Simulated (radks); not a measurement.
The nitrogen anion N3-, [Ne], held by a Watson sphere: a shell of charge +2.45 at radius R that stands for the Madelung well of a crystal (potential energy -2.45/R inside, -2.45/r outside, in hartree with lengths in bohr). All-electron calculation, scalar-relativistic Kohn-Sham, r2SCAN, spin-polarised, spherical densities, finite nucleus; meta-GGA in the generalised Kohn-Sham scheme; Fermi nuclear charge, rms radius of each element as measured or else 0.836 A^(1/3) + 0.57 fm. Program: a radial shooting solver on a logarithmic mesh with Libxc functionals.

R (bohr)  e(1s) (eV)  e(2s) (eV)  e(2p) (eV)  <r> 2p (bohr)  sum of <r^2> (bohr^2)  X-ray form factor at sin(theta)/lambda = 0.3 1/angstrom
1.7          -377.07     -15.304      -3.222          1.711                  27.99                                                    3.396
1.82         -377.56     -14.882      -2.995          1.762                  29.62                                                    3.327
2.26         -378.96     -13.596      -2.247          1.947                  35.96                                                    3.180
2.56         -379.58     -12.962      -1.828          2.071                  40.68                                                    3.144
2.57         -379.59     -12.944      -1.815          2.076                  40.85                                                    3.143
2.73         -379.84     -12.681      -1.626          2.142                  43.53                                                    3.136
3.05         -380.23     -12.285      -1.308          2.276                  49.28                                                    3.135
3.14         -380.32     -12.199      -1.232          2.314                  50.99                                                    3.137
3.32         -380.47     -12.058      -1.097          2.389                  54.55                                                    3.140
